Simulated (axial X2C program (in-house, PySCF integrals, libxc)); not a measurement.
# Nuclear properties of ClSbCl

Calculated with an in-house all-electron X2C program for linear molecules (integrals from PySCF): two-component X2C with atomic mean-field Coulomb and Gaunt terms, Gaussian nuclei, basis Cl dyall-av3z, Sb dyall-v3z with contracted cores.

Cl–Sb–Cl held linear, with bonds 2.457 and 2.457 Å (near the PBE0 minimum at charge 0 of the determinant lowest at the starting distance; the state shown can have its own minimum elsewhere, held linear; other orders of the atoms were not compared).

Determinant lowest in the PBE0 search, Ω = 1/2 (⟨Sz⟩ = -0.50, ⟨Lz⟩ = 1.00 at PBE0), spin on the atoms Cl -0.01, Sb -0.48, Cl -0.01:

```
level  A∥/gI Cl (MHz)  qzz Cl (a.u.)  A∥/gI Sb (MHz)  qzz Sb (a.u.)
 PBE0             203           0.48            3620           0.07
   HF             154           0.54            4170           0.51
  PBE             226           0.40            3370           0.10
```

Determinant 0.40 eV from it at PBE0 and this distance, Ω = 3/2 (⟨Sz⟩ = 0.50, ⟨Lz⟩ = 1.00 at PBE0), spin on the atoms Cl 0.00, Sb 0.50, Cl 0.00:

```tsv
level	A∥/gI Cl (MHz)	qzz Cl (a.u.)	A∥/gI Sb (MHz)	qzz Sb (a.u.)
PBE0	54	0.45	249	-0.44
HF	38.3	0.53	210	-0.18
PBE	58.6	0.37	238	-0.36
```

A∥ (defined per Ω) follows by multiplying with gI = μI/(I μN); qzz is the electric field gradient, eQq0 = 234.96 MHz × Q/barn × qzz. The operators were transformed with the bare-nucleus X2C matrices; with these basis sets, hyperfine constants and field gradients can be off by tens of per cent, and where levels differ in sign neither size nor sign is settled.

Task: With gI(35Cl) = 0.5479, Q(35Cl) = -0.08112 barn, gI(121Sb) = 1.3454 (g factors from the IAEA table of nuclear moments by Stone; Q from Pyykkö, Mol. Phys. 2018), turn the PBE0 values of the first state into constants in MHz.

Result: A∥(35Cl) = 203 × 0.5479 = 111 MHz; eQq0(35Cl) = 234.96 × (-0.08112) × (0.48) = -9.15 MHz; A∥(121Sb) = 3620 × 1.3454 = 4870 MHz.

The molecule was held linear; bending was not examined, so a bent shape may lie lower.

Each state is one determinant with collinear spin. Unrestricted Hartree–Fock can overshoot spin polarisation at the nuclei. The search compared states at one distance, so a state with another bond length can lie lower. Where a field gradient or hyperfine factor spreads by more than a factor of two over the levels, a constant derived from it is not to be relied on. PBE0 term energies can be off by some tenths of an eV.
